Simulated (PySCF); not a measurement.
# SMILES CCCc1ccccn1, C8H11N

Molfile (atoms numbered from 1):
```
C8H11N
     RDKit          3D

 20 20  0  0  0  0  0  0  0  0999 V2000
   -2.2868    1.0868    0.0433 C   0  0  0  0  0  0  0  0  0  0  0  0
   -2.0311   -0.2909   -0.5460 C   0  0  0  0  0  0  0  0  0  0  0  0
   -0.9866   -1.1126    0.2182 C   0  0  0  0  0  0  0  0  0  0  0  0
    0.3781   -0.4824    0.2153 C   0  0  0  0  0  0  0  0  0  0  0  0
    1.2490   -0.6537   -0.8705 C   0  0  0  0  0  0  0  0  0  0  0  0
    2.4870   -0.0218   -0.8544 C   0  0  0  0  0  0  0  0  0  0  0  0
    2.8233    0.7649    0.2451 C   0  0  0  0  0  0  0  0  0  0  0  0
    1.8929    0.8753    1.2764 C   0  0  0  0  0  0  0  0  0  0  0  0
    0.7067    0.2733    1.2671 N   0  0  0  0  0  0  0  0  0  0  0  0
   -1.3745    1.7021    0.0475 H   0  0  0  0  0  0  0  0  0  0  0  0
   -2.6296    1.0147    1.0874 H   0  0  0  0  0  0  0  0  0  0  0  0
   -3.0563    1.6264   -0.5295 H   0  0  0  0  0  0  0  0  0  0  0  0
   -2.9726   -0.8655   -0.5692 H   0  0  0  0  0  0  0  0  0  0  0  0
   -1.7107   -0.1935   -1.5985 H   0  0  0  0  0  0  0  0  0  0  0  0
   -1.2998   -1.2265    1.2673 H   0  0  0  0  0  0  0  0  0  0  0  0
   -0.9254   -2.1197   -0.2248 H   0  0  0  0  0  0  0  0  0  0  0  0
    0.9518   -1.2816   -1.7141 H   0  0  0  0  0  0  0  0  0  0  0  0
    3.1836   -0.1438   -1.6879 H   0  0  0  0  0  0  0  0  0  0  0  0
    3.7843    1.2795    0.3062 H   0  0  0  0  0  0  0  0  0  0  0  0
    2.1208    1.4836    2.1599 H   0  0  0  0  0  0  0  0  0  0  0  0
  1  2  1  0
  2  3  1  0
  3  4  1  0
  4  5  2  0
  5  6  1  0
  6  7  2  0
  7  8  1  0
  8  9  2  0
  9  4  1  0
  1 10  1  0
  1 11  1  0
  1 12  1  0
  2 13  1  0
  2 14  1  0
  3 15  1  0
  3 16  1  0
  5 17  1  0
  6 18  1  0
  7 19  1  0
  8 20  1  0
M  END
```

Method: quadratic response CAM-B3LYP/aug-cc-pVDZ first hyperpolarisability, Taylor convention, gas phase in PySCF 2.14.0. Geometry: PBE0-D3(BJ)/def2-SVP.

Q: Give the tensor of the static β(0;0,0) in the axes of these coordinates.

A: In au, Taylor convention; rows are the first index (the induced dipole):
|  | xx | yy | zz | xy | xz | yz |
| --- | --- | --- | --- | --- | --- | --- |
| x | -94.3 | -11.6 | +11.3 | -18.0 | -20.2 | -3.7 |
| y | -18.0 | -5.2 | -0.6 | -11.6 | -3.7 | +15.6 |
| z | -20.2 | +15.6 | -12.3 | -3.7 | +11.3 | -0.6 |

Norm of βᵢ = ⅓ Σⱼ (βᵢⱼⱼ + βⱼᵢⱼ + βⱼⱼᵢ): 98.9 au, hyper-Rayleigh value 44.4 au.
